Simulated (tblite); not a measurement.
C6H9ClSi.
Atom-mapped SMILES: `[CH3:1][C:2]#[C:3][SiH2:4][CH2:5]/[CH:6]=[CH:7]/[Cl:8]` (hydrogens: H9, H10, H11 on C1; H12, H13 on Si4; H14, H15 on C5; H16 on C6; H17 on C7)

Computed with GFN2-xTB (tblite), gas phase: L-BFGS steps from a force-field or distance-geometry start until the largest atomic force falls under 0.01 eV/Å.

Geometry at step 5:
```
atom  x, y, z in Å
C1     -3.1909    1.3673   -0.6242
C2     -2.2074    0.4298   -0.1175
C3     -1.3839   -0.3437    0.3078
Si4    -0.1406   -1.5384    0.9847
C5      1.5699   -1.2997    0.1334
C6      2.2119    0.0199    0.3754
C7      2.4436    0.9132   -0.5688
Cl8     3.2104    2.4313   -0.2611
H9     -2.6996    2.2285   -1.0770
H10    -3.8336    1.7242    0.1821
H11    -3.8224    0.8961   -1.3782
H12     0.0324   -1.3693    2.4309
H13    -0.5725   -2.9246    0.7349
H14     2.2381   -2.0849    0.4986
H15     1.4423   -1.4630   -0.9376
H16     2.5100    0.2370    1.3945
H17     2.1853    0.7883   -1.6089
```

**Question.** What forces act on the atoms?

**Answer.** 
| atom | Fx (eV/Å) | Fy (eV/Å) | Fz (eV/Å) |
| --- | --- | --- | --- |
| C1 | 0.003 | -0.027 | 0.017 |
| C2 | -0.070 | 0.080 | -0.023 |
| C3 | 0.135 | -0.085 | 0.049 |
| Si4 | -0.014 | 0.073 | -0.019 |
| C5 | -0.041 | 0.016 | -0.075 |
| C6 | -0.062 | -0.146 | 0.131 |
| C7 | 0.003 | 0.093 | -0.139 |
| Cl8 | -0.033 | -0.010 | 0.051 |
| H9 | 0.073 | -0.027 | 0.014 |
| H10 | 0.071 | -0.060 | 0.043 |
| H11 | 0.063 | -0.074 | 0.014 |
| H12 | -0.032 | 0.108 | 0.034 |
| H13 | -0.008 | 0.083 | -0.077 |
| H14 | -0.062 | 0.055 | 0.029 |
| H15 | 0.056 | 0.055 | -0.026 |
| H16 | -0.050 | -0.060 | -0.051 |
| H17 | -0.032 | -0.074 | 0.027 |

The largest, 0.21 eV/Å, acts on C6; the rms over all components is 0.064 eV/Å. The forces sum to zero within rounding, as they must for an isolated molecule in no field.

**Question.** Give the force on C6 in Eh/bohr and in nN.

**Answer.** 0.206 eV/Å ÷ 51.422 = 0.00400 Eh/bohr, and 0.206 eV/Å × 1.602 = 0.33 nN.

**Question.** How far is this geometry from the end of the optimisation?

**Answer.** 0.037 eV above it, and 0.309 Å rms away after alignment. The bonds farthest from their final lengths, with half the difference of the two atoms' forces along the bond (positive lengthens):

```
   bond  now (Å)  final (Å)  force along bond (eV/Å)
 C3–Si4    1.852      1.840                    -0.11
  C1–C2    1.450      1.444                    -0.07
Si4–H13    1.473      1.468                     0.00
  C5–C6    1.487      1.482                    -0.06
 Si4–C5    1.925      1.921                     0.00
 C5–H14    1.094      1.090                     0.00
```

The angle farthest from its final value is Si4–C5–C6, 114.9° against 110.3°.

What follows is the cost of the whole relaxation. Hardware: an Intel Xeon at 2.60 GHz with one thread, no GPU, shared host. Cost: 0.87 s of wall time.
